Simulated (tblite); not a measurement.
Task: What does the GFN2-xTB structure of methyl lactate, `COC(=O)[C@H](C)O` look like in three dimensions?

Result: 
```
atom  x, y, z in Å
C1     2.4044   -0.5090   -0.4010
O2     1.1006   -0.6217    0.1614
C3     0.3581    0.4792    0.1604
O4     0.7086    1.5484   -0.2727
C5    -1.0360    0.2452    0.7261
C6    -1.8282   -0.5988   -0.2847
O7    -1.6520    1.4767    0.9792
H8     2.3575   -0.0034   -1.3673
H9     3.0525    0.0630    0.2658
H10    2.7759   -1.5242   -0.5140
H11   -0.9608   -0.2974    1.6755
H12   -2.8429   -0.7290    0.0805
H13   -1.8662   -0.0915   -1.2464
H14   -1.3585   -1.5704   -0.4059
H15   -1.2174    2.1408    0.4212
```

Any rigid rotation of these coordinates is as good. Atoms count from 1 in this order. H15 on O7 lies 2.13 Å from O4, 4 bonds away (angle at H 114°; Bondi radii sum to 2.72 Å). The 4 C–O bonds span 1.206 Å (C3=O4, drawn double) to 1.424 Å (C1–O2, drawn single), a spread of 0.218 Å. Of the pairs four or more bonds apart, those above aside, O4···H8 is among the closest relative to their van der Waals radii: 2.52 Å, 92 % of the sum of Bondi's values.

Bonds between heavy atoms (Å): C1–O2 1.424, O2–C3 1.328, C3=O4 1.206, C3–C5 1.523, C5–C6 1.537, C5–O7 1.400.

The geometry is computed with GFN2-xTB (gas phase).

Point group: C1 (no symmetry element, even within 0.4 Å). Its GFN2-xTB frequencies are all real (lowest 46 cm⁻¹). One conformer, not necessarily the lowest (C1–O2–C3–O4 0°, O2–C3–C5–C6 -71°, C3–C5–O7–H 23°). 2 starts were optimised and ended at 0.00 and 0.07 kcal/mol (GFN2-xTB); the lowest of these is shown.
